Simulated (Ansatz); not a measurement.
Clusters of 3 atoms, halide: gap (eV) at several levels, gas phase, relaxed structures; Ansatz. Clusters are the lowest isomers that short searches found in that spin, judged at the geometry's level. Core potentials for Ag, Hg, I in the def2 sets, no spin–orbit coupling. HOMO and LUMO are taken over both spins. Singlets are spin-restricted. The structures are stationary points that may keep the symmetry of their start. Remarks come from the PBE and PBE0 runs and from stability tests at other levels; not every state was tested. HOMO above LUMO (over both spins in singlets and doublets, within one spin in higher multiplets; at PBE or PBE0), or a gap under 0.15 eV within one spin, warns that the state may not be the lowest or that an electron is smeared out.

```tsv
species	state	geometry	r2SCAN-D4/def2-TZVP	PBE0-D4/def2-SVP	PBE0-D4/def2-TZVP	remarks
Ag2Cl⁺	singlet	PBE0-D4/def2-TZVP	3.50	5.29	5.30	–
HgCl2	singlet	PBE0-D4/def2-TZVP	4.80	6.53	6.63	–
Li2H	doublet	PBE-D4/def2-TZVP	0.99	1.69	1.78	–
Ag2H	doublet	r2SCAN-D4/def2-TZVP	1.08	1.90	1.91	–
HgI2⁺	doublet	PBE0-D4/def2-TZVP	0.22	1.15	1.19	near-degenerate levels, HOMO above LUMO, gap within one spin near zero
Na2Cl	doublet	PBE0-D4/def2-TZVP	0.96	1.87	1.94	–
MgF2⁺	doublet	PBE-D4/def2-TZVP	1.99	4.18	4.21	–
```
